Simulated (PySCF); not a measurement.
C4H6Se.
Bonds: C1–C2 (triple), C2–C3, C3–Se4, Se4–C5. Hydrogens: H6 on C1; H7, H8 on C3; H9, H10, H11 on C5.

All values: PBE0/def2-SVPD (PySCF, non-relativistic), on one gas-phase PBE0-D3(BJ)/def2-SVP geometry that isn't relaxed in the solvent. The solvent is an IEF-PCM continuum (Bondi radii, 1.10 Å for H, scaled by 1.2). Specific hydrogen bonds and non-electrostatic terms are outside this model. Spin–orbit coupling is left out although an atom past zinc is present.

Gas phase at PBE0/def2-SVPD: HOMO -6.27 eV, LUMO -0.29 eV, dipole 1.19 D.

**Question.** What does the continuum do to the energy, the frontier levels and the dipole at PBE0/def2-SVPD in chloroform and dimethylsulfoxide?

**Answer.** 
| solvent | ε | E(solvent) − E(gas) (kcal/mol) | polarisation term (kcal/mol) | distortion of the solute (kcal/mol) | HOMO (eV) | LUMO (eV) | dipole (D) |
| --- | --- | --- | --- | --- | --- | --- | --- |
| chloroform | 4.711 | -3.45 | -3.78 | 0.33 | -6.33 | -0.27 | 1.52 |
| dimethylsulfoxide | 46.83 | -4.90 | -5.60 | 0.70 | -6.39 | -0.28 | 1.68 |

The first energy column is the sum of the next two and covers electrostatics alone. From chloroform to dimethylsulfoxide the lowering changes by a factor 1.42, Onsager's factor (ε − 1)/(2ε + 1) by 1.36 and ε itself by 9.9.

**Question.** Which radius a makes the point-dipole formula ΔE = −[(ε − 1)/(2ε + 1)]·μ²/a³ give the value in dimethylsulfoxide, with the gas-phase dipole?

**Answer.** μ = 0.468 au and |ΔE| = 0.00781 Eh give a = 1.26 Å; the farthest nucleus lies 3.31 Å from the centroid of the nuclei, so such a sphere wouldn't even hold the nuclei. The formula assumes a rigid point dipole at the centre of a sphere.

**Question.** How does the static polarisability (PBE0/def2-SVPD, frozen core, with the continuum's full static response) change?

**Answer.** 
| medium | isotropic (au) | principal values (au) | ⟨r²⟩ of the electrons (bohr²) |
| --- | --- | --- | --- |
| gas | 76.4 | 61.0, 73.3, 95.0 | 727.7 |
| chloroform | 96.8 | 78.4, 92.3, 119.8 | 727.2 |
| dimethylsulfoxide | 107.4 | 89.1, 101.7, 131.3 | 726.9 |

The isotropic value in dimethylsulfoxide is 1.40 times the gas-phase one; no cavity-field correction is applied. ⟨r²⟩ is taken about the centre of nuclear charge.

The values belong to the conformer `[CH:1]#[C:2][CH2:3][Se:4][CH3:5]`: C2–C3–Se4–C5 59°.
